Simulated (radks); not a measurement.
Results of a calculation; reference values are marked as such.
Ionisation of Sc+, [Ar] 3d1 4s1, to Sc2+, [Ar] 3d1, under several functionals. Scalar-relativistic Kohn-Sham, spin-unpolarised, spherical densities, finite nucleus; a radial shooting solver on a logarithmic mesh with Libxc functionals.

SCAN: E(Sc+) (hartree) -764.08342; Exc (hartree) -38.99997; IE (eV) 12.362; -e(HOMO) (eV) 9.656; <r> HOMO (bohr) 1.715; IE error (eV) -0.438
B86b exchange with PBE correlation: E(Sc+) (hartree) -764.02528; Exc (hartree) -38.94809; IE (eV) 12.774; -e(HOMO) (eV) 9.762; <r> HOMO (bohr) 3.362; IE error (eV) -0.026
HCTH/407: E(Sc+) (hartree) -764.20867; Exc (hartree) -39.18240; IE (eV) 12.892; -e(HOMO) (eV) 9.645; <r> HOMO (bohr) 3.429; IE error (eV) +0.092
MS2 meta-GGA: E(Sc+) (hartree) -763.98222; Exc (hartree) -38.89896; IE (eV) 12.467; -e(HOMO) (eV) 9.531; <r> HOMO (bohr) 1.743; IE error (eV) -0.333
BP86: E(Sc+) (hartree) -764.11377; Exc (hartree) -39.03590; IE (eV) 12.825; -e(HOMO) (eV) 9.919; <r> HOMO (bohr) 3.350; IE error (eV) +0.025
TASK exchange with Perdew-Wang LDA correlation: E(Sc+) (hartree) -763.65304; Exc (hartree) -38.55492; IE (eV) 11.113; -e(HOMO) (eV) 9.177; <r> HOMO (bohr) 1.644; IE error (eV) -1.686
LDA (Slater exchange, VWN5 correlation): E(Sc+) (hartree) -762.06643; Exc (hartree) -36.93908; IE (eV) 12.954; -e(HOMO) (eV) 9.952; <r> HOMO (bohr) 3.334; IE error (eV) +0.154
exchange-only PBE: E(Sc+) (hartree) -762.99848; Exc (hartree) -37.89163; IE (eV) 12.409; -e(HOMO) (eV) 9.066; <r> HOMO (bohr) 1.742; IE error (eV) -0.391

NIST Atomic Spectra Database: 12.800 eV (measured). Closest: BP86. The Delta-SCF values span 1.84 eV, the total energies 2.14 hartree. The highest occupied level is 3d. Spin polarisation and multiplet splitting are left out, so open shells lie too high by an amount that depends on their filling.

Beside tabulated values, note that spin-unpolarised runs miss the spin-polarisation part of the exchange energy of open shells.
